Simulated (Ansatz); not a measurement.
C2H3FI2 (`FC(I)CI`), relaxed with RKS PBE0-D4/def2-TZVP in Ansatz 0.2.0 from a PBE-D4/def2-SVP geometry. The force threshold is 0.005 eV/Å; the program also tests the step.

The species carries charge 0 and has multiplicity 1. I: def2 effective core potential.

Start:

```xyz
8

F     0.855    1.249   -0.921
C     0.350    0.022   -0.659
I     2.032   -1.444   -0.547
C    -0.369   -0.034    0.659
I    -2.142    1.259    0.622
H    -0.251   -0.338   -1.518
H    -0.740   -1.050    0.877
H     0.264    0.336    1.486
```

```csv
step,energy (eV),largest force (eV/Å),largest move (Å)
1,-21039.5412,0.494,0.000
2,-21039.5789,0.295,0.081
3,-21039.5949,0.131,0.038
4,-21039.5955,0.047,0.008
5,-21039.5956,0.009,0.009
6,-21039.5956,0.003,0.001
```

End:

```xyz
8

F     0.862    1.232   -0.905
C     0.352    0.006   -0.648
I     1.989   -1.420   -0.558
C    -0.368   -0.031    0.659
I    -2.112    1.223    0.596
H    -0.253   -0.318   -1.494
H    -0.725   -1.033    0.881
H     0.255    0.341    1.469
```

Run time 32 s (4 threads of a server CPU on a shared host); peak host memory 0.65 GiB.
